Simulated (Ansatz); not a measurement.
Wavefunction ladder for `FC[SiH2][AlH][Cl]`

| atom | x (Å) | y (Å) | z (Å) |
| --- | --- | --- | --- |
| F1 | 1.178 | -0.834 | -0.038 |
| C2 | 1.101 | 0.650 | -0.049 |
| Si3 | -0.779 | 0.968 | 0.228 |
| Al4 | -0.739 | -1.471 | 0.072 |
| Cl5 | -1.087 | -2.240 | -1.868 |
| H6 | 1.785 | 0.948 | 0.744 |
| H7 | 1.505 | 0.924 | -1.022 |
| H8 | -0.938 | 1.695 | 1.517 |
| H9 | -1.277 | 1.838 | -0.870 |
| H10 | -0.750 | -2.478 | 1.286 |

The species carries charge 0 and has multiplicity 1. The geometry is a stationary point of PBE0-D4/def2-TZVP. It is one conformer, not always the lowest. Frozen core, restricted reference, Ansatz. CBS rows extrapolate triple and quadruple zeta; past MP2 they add the triple-zeta difference.

| basis | HF (Eh) | MP2 corr. |
| --- | --- | --- |
| def2-TZVPP | -1130.71874 | -0.80899 |
| def2-QZVPP | -1130.75384 | -0.87970 |

(1) Estimate the CCSD correlation energy and the (T) correction in each basis where they were run (hartree).

Answers

(1) 
| basis | CCSD corr. | (T) |
| --- | --- | --- |
| def2-TZVPP | -0.86627 | -0.03203 |
| CBS(def2) | -0.98935 | as TZ |
